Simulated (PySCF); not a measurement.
# r2SCAN on Si¹¹⁺ (silicon, charge +11)

Configuration: [He] 2s1, 2S determinant. Computed with PySCF 2.14 in an uncontracted even-tempered set (19 s from 1.3 bohr⁻², ratio 2.2; 9 p from 2.1 bohr⁻², ratio 2.4; 6 d from 6.4 bohr⁻², ratio 2.4; 5 f from 9.6 bohr⁻², ratio 2.4; 5 g from 14 bohr⁻², ratio 2.4), with scalar relativity by spin-free X2C-1e.

```json
{
  "Total energy": "-207.0949 hartree",
  "One-electron energy": "-220.7233 hartree",
  "Hartree (Coulomb) energy": "23.4488 hartree",
  "Exchange-correlation energy": "-9.8204 hartree",
  "⟨S²⟩": "0.7500",
  "⟨L²⟩": "0.000",
  "Sum of ⟨r⟩": "0.6890 bohr",
  "Sum of ⟨r²⟩": "0.2893 bohr²"
}
```

| shell | electrons | mean orbital energy (hartree) | rms radius, mean of both spins (bohr) |
| --- | --- | --- | --- |
| 1s α | 1 | -84.25771 | 0.127 |
| 1s β | 1 | -84.14833 | 0.127 |
| 2s α | 1 | -18.58941 | 0.507 |

Densities and radii are taken from the X2C orbitals without a picture-change correction, which distorts them close to the nucleus.
